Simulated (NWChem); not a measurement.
System: boron oxyfluoride (BOF); SMILES O=BF

```xyz
3

F      0.0000     0.0000    -1.2080
B      0.0000     0.0000     0.0862
O      0.0000     0.0000     1.3052
```
Atoms are numbered in this order, from 1.

Level: PBE-D3(BJ)/def2-SVP (NWChem), optimised geometry, unscaled harmonic frequencies. 

Q: List the harmonic frequencies with IR intensities, and the thermochemistry.

A: 
| frequency (cm⁻¹) | IR intensity (km/mol) |
|---|---|
| 472 | 49.2 |
| 472 | 49.2 |
| 994 | 15.7 |
| 2102 | 285.5 |

| Property | Value |
|---|---|
| zero-point energy | 5.8 kcal/mol |
| thermal correction to the enthalpy at 298.15 K (with zero-point energy) | 8.2 kcal/mol |
| heat capacity Cv | 8.0 cal/(mol K) |
| entropy at 298.15 K and 1 atm (symmetry number 1) | 53.9 cal/(mol K) |
| dipole moment | 1.87 D |

Rigid rotor and harmonic oscillator.
